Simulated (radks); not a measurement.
The numbers below are computed, except where a source is named.
How relativity changes the ionisation of the holmium ion Ho+ ([Xe] 4f11 6s1) to Ho2+ ([Xe] 4f11). Spin-unpolarised spherical Kohn-Sham, PBEsol, point nucleus unless stated (finite: rms radius 5.2022 fm), a radial shooting solver on a logarithmic mesh with Libxc functionals. A level marked "c x" has the speed of light scaled by that factor and shares open shells by 2j + 1; other Dirac levels either fill j = l - 1/2 first or share by 2j + 1.

| level | E(Ho+) (hartree) | E(Ho2+) (hartree) | IE (eV) | HOMO | <r> HOMO (bohr) |
|---|---|---|---|---|---|
| non-rel. | -12064.8352 | -12064.4364 | 10.852 | 6s | 3.924 |
| scalar-rel. | -12612.0151 | -12611.5853 | 11.697 | 6s | 3.661 |
| scalar-rel., finite nucleus | -12610.8301 | -12610.4003 | 11.695 | 6s | 3.661 |
| Dirac, 2j+1 shares | -12624.1162 | -12623.6863 | 11.699 | 6s1/2 | 3.662 |
| Dirac, low j first | -12624.1624 | -12623.7326 | 11.696 | 6s1/2 | 3.663 |
| Dirac, 2j+1 shares, finite nucleus | -12622.9231 | -12622.4932 | 11.697 | 6s1/2 | 3.662 |
| Dirac, c x 0.85 | -12882.7599 | -12882.3132 | 12.154 | 4f7/2 | 0.8880 |
| Dirac, c x 1.25 | -12406.2495 | -12405.8325 | 11.348 | 6s1/2 | 3.764 |
| Dirac, c x 10 | -12069.7863 | -12069.3873 | 10.859 | 6s1/2 | 3.922 |

NIST Atomic Spectra Database: 11.78 eV (semi-empirical). The relativistic part of the total energy of Ho+ is -558.1 hartree (Dirac, 2j+1 shares, finite nucleus), 4.6 % of the non-relativistic value. Spin polarisation and multiplet splitting of open shells are left out at every level.

Beside tabulated values, note that relativity, absent from the non-relativistic runs, is large for the heavy elements, and spin-unpolarised runs miss the spin-polarisation part of the exchange energy of open shells.
